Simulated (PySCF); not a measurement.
## Electronic structure of Ta²⁺ (tantalum, charge +2) at the B2PLYP level

Configuration: [Xe] 4f14 5d3, high-spin 4F determinant. Calculation: PySCF 2.14, in aug-cc-pwCVTZ-PP with ECP60MDF (8s8p7d4f3g, 122 functions); scalar relativity through the core potential.

| Item | Value |
| --- | --- |
| Total energy, PT2 part included | -56.3015 hartree |
| One-electron energy | -88.0405 hartree |
| Hartree (Coulomb) energy | 37.8947 hartree |
| Exchange-correlation energy | -6.1510 hartree |
| PT2 correlation before scaling by 0.27 | -0.01739 hartree |
| ⟨S²⟩ | 3.7522 |
| ⟨L²⟩ | 12.021 |
| Sum of ⟨r⟩ | 16.17 bohr |
| Sum of ⟨r²⟩ | 28.12 bohr² |
| Time after the integrals | about 5 core-seconds |

| shell | electrons | mean orbital energy (eV) | rms radius, mean of both spins (bohr) |
| --- | --- | --- | --- |
| 5s α | 1 | -95.875 | 1.19 |
| 5s β | 1 | -93.728 | 1.19 |
| 5p α | 3 | -60.660 | 1.39 |
| 5p β | 3 | -57.497 | 1.39 |
| 5d α | 3 | -21.880 | 2.13 |

Energies and moments cover only the electrons outside the core potential. Spin-orbit coupling, absent here, splits the open shell strongly.

The orbital energies are those of the SCF part of the double hybrid.
